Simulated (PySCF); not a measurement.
## Worked example: oscillator strength and radiative lifetime

InH₂Cl, SMILES [Cl][InH2].

Geometry: PBE-D3(BJ)/def2-TZVP. The def2 effective core potentials stand for the cores of In; spin–orbit coupling is left out.

TDA-B3LYP/def2-TZVPD run with PySCF puts the first singlet state with f over 0.02 at 5.41 eV (vertical), with the transition dipole (0.000, 0.000, -0.436) in atomic units.

Problem. Find the oscillator strength, the wavelength and the radiative lifetime that this transition would have in vacuum if emission retraced absorption.

Solution. 
|μ|² = 0.1901 au, so |μ| = 1.11 D. ΔE = 5.41/27.211 = 0.1988 hartree. f = (2/3) ΔE |μ|² = 0.025 (the program prints 0.025).
λ = 1239.84/5.41 = 229 nm; ν = 43635 cm⁻¹.
Einstein's coefficient A = 0.6670 ν² f s⁻¹ (ν in cm⁻¹) = 3.2e7 s⁻¹, so τ = 1/A = 31 ns. This state is S2; the lower singlet has f = 0.000. The figure is the radiative limit of this one transition; relaxation, internal conversion, crossing to triplets and a medium change what is measured.
